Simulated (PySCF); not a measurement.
Input for PySCF: D3(BJ) and D4 dispersion corrections on H4N2Si (a complex), monomers drawn apart or pushed together.

```python
from pyscf import gto
from pyscf.dispersion import dftd3, dftd4

mol = gto.M(
    atom='''
    Si    0.08239804    0.14867877   -0.18988547
    H     0.40019021    0.40686792   -1.61320902
    H     0.25770536    1.39730094    0.58513241
    H     0.99600643   -0.89067755    0.33497048
    H    -1.31753616   -0.31567494   -0.07435718
    N    -0.06148475   -0.43787174    4.81516902
    N    -0.43173784   -0.45049709    3.78925800
    ''',
    basis='def2-svp',
    charge=0, spin=0, verbose=0, max_memory=1800)
d3, d4 = {}, {}
for xc in ['hf', 'pbe', 'blyp', 'revpbe', 'tpss', 'r2scan', 'b3lyp', 'pbe0', 'bhlyp', 'camb3lyp', 'b2plyp']:
    d3[xc] = float(dftd3.DFTD3Dispersion(mol, xc=xc, version='d3bj', atm=False).get_dispersion()['energy'])
    print(f'D3(BJ) {xc:10s} {d3[xc]:14.8f} Eh')
for xc in ['hf', 'pbe', 'blyp', 'revpbe', 'tpss', 'r2scan', 'b3lyp', 'pbe0', 'bhlyp', 'camb3lyp', 'b2plyp']:
    d4[xc] = float(dftd4.DFTD4Dispersion(mol, xc={'camb3lyp': 'cam-b3lyp'}.get(xc, xc), atm=True).get_dispersion()['energy'])
    print(f'D4     {xc:10s} {d4[xc]:14.8f} Eh')
```

Program output:

```
D3(BJ) hf            -0.02517528 Eh
D3(BJ) pbe           -0.00279362 Eh
D3(BJ) blyp          -0.00583000 Eh
D3(BJ) revpbe        -0.00697739 Eh
D3(BJ) tpss          -0.00350780 Eh
D3(BJ) r2scan        -0.00085732 Eh
D3(BJ) b3lyp         -0.00477211 Eh
D3(BJ) pbe0          -0.00243635 Eh
D3(BJ) bhlyp         -0.00372367 Eh
D3(BJ) camb3lyp      -0.00223674 Eh
D3(BJ) b2plyp        -0.00221694 Eh
D4     hf            -0.00801099 Eh
D4     pbe           -0.00221361 Eh
D4     blyp          -0.00479225 Eh
D4     revpbe        -0.00711342 Eh
D4     tpss          -0.00296920 Eh
D4     r2scan        -0.00063278 Eh
D4     b3lyp         -0.00348429 Eh
D4     pbe0          -0.00189607 Eh
D4     bhlyp         -0.00252918 Eh
D4     camb3lyp      -0.00192270 Eh
D4     b2plyp        -0.00156189 Eh
```

The run finished.

Cost: about 0.010 core-seconds (a rough figure).
